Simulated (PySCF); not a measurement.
Compound: CH10NSi3 (doublet state).
Bonds: N1–Si2, Si2–Si3, Si3–C4, C4–Si5. Hydrogens: H6, H7 on N1; H8, H9 on Si2; H10, H11 on Si3; H12, H13 on C4; H14, H15 on Si5.

Theory: PBE0-D3(BJ)/def2-SVP geometry optimisation, gas phase in PySCF 2.14.0.

(1) Give the optimised bond lengths and angles.

Results:

(1) 
| bond | length (Å) |
| --- | --- |
| N1–Si2 | 1.740 |
| Si2–Si3 | 2.361 |
| Si3–C4 | 1.898 |
| C4–Si5 | 1.883 |
| N1–H6, N1–H7 | 1.015 |
| Si2–H8, Si2–H9 | 1.498 |
| Si3–H10, Si3–H11 | 1.500 |
| C4–H12, C4–H13 | 1.103 |
| Si5–H14, Si5–H15 | 1.499 |

Bonds in one row agree within 0.01 Å and their mean is given. A selection of angles:
| angle | degrees |
| --- | --- |
| Si2–N1–H6 | 118.0 |
| H6–N1–H7 | 109.9 |
| N1–Si2–Si3 | 116.4 |
| N1–Si2–H8 | 108.0 |
| Si3–Si2–H8 | 107.8 |
| H8–Si2–H9 | 108.7 |
| Si2–Si3–C4 | 111.8 |
| Si2–Si3–H10 | 109.8 |
| C4–Si3–H10 | 109.3 |
| H10–Si3–H11 | 106.7 |
| Si3–C4–Si5 | 112.8 |
| Si3–C4–H12 | 108.8 |
| Si5–C4–H12 | 109.5 |
| H12–C4–H13 | 107.2 |
| C4–Si5–H14 | 111.0 |
| H14–Si5–H15 | 109.2 |

Dihedral angles: N1–Si2–Si3–C4 180° (antiperiplanar); Si2–Si3–C4–Si5 180° (antiperiplanar).

Si5 (silicon bonded to C and 2 H) is pyramidal (angles 111.0°, 111.0° and 109.2°, sum 331.2°, 0.51 Å off the plane of its three neighbours). Si2 (silicon bonded to N, Si and 2 H) is distorted tetrahedral (angles from 107.8° to 116.4°). The 5 heavy atoms lie in one plane (0.001 Å rms). Si3 (silicon bonded to C, Si and 2 H) is tetrahedral (angles from 106.7° to 111.8°). N1 (nitrogen bonded to Si and 2 H) is pyramidal (angles 118.1°, 118.0° and 109.9°, sum 346.0°, 0.26 Å off the plane of its three neighbours).

Point group: Cs (tolerance 0.08 Å). No frequency check. ⟨S²⟩ = 0.752 (exact for a doublet: 0.75). Torsions: H–N1–Si2–Si3 -68° and 68°, N1–Si2–Si3–C4 180°, Si2–Si3–C4–Si5 180°, Si3–C4–Si5–H 61° and -61°.

Time: 58 s. Hardware: an Arm Neoverse V1 with one thread (shared host). These figures are those of the optimisation.

One conformer stands for the species.
